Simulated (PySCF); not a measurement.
**Worked example: entropy of an ideal gas**

CdH2, SMILES [CdH2].

Geometry optimised at PBE0-D3(BJ)/def2-TZVPD. The def2 effective core potentials stand for the cores of Cd; spin–orbit coupling is left out.

PBE0-D3(BJ)/def2-TZVPD in PySCF gives the harmonic wavenumbers 642, 642, 1809, 1828 cm⁻¹ and the rotational temperature 4.2766 K. The molar mass is 114.43 g/mol, the symmetry number 2, the spin multiplicity 1.

Problem. Work out the entropy at 298.15 K and 1 atm in the rigid-rotor, harmonic-oscillator model.

Solution. 
Translation (Sackur–Tetrode at 1 atm): S = R[1.5 ln M + 2.5 ln T − 1.16487] = 167.9 J/(mol K).
Rotation: q = T/(σ θ) = 34.9, S = R[ln q + 1] = 37.8 J/(mol K).
Vibration: with u = 1.4388 ν/T, each mode gives R[u/(e^u − 1) − ln(1 − e^−u)]:
```json
[
 {"ν (cm⁻¹)": "642", "modes": "2", "u": "3.10", "S (J/(mol K))": "3.20"},
 {"ν (cm⁻¹)": "1809", "modes": "1", "u": "8.73", "S (J/(mol K))": "0.01"},
 {"ν (cm⁻¹)": "1828", "modes": "1", "u": "8.82", "S (J/(mol K))": "0.01"}
]
```
These are all the modes. Sum 3.2 J/(mol K).
Spin: R ln 1 = 0.0 J/(mol K).
Total 208.9 J/(mol K); the program's own thermochemistry gives 208.9. Translation makes up 80 % and vibration 2 %. Anharmonicity, hindered rotation and orbital degeneracy are left out.
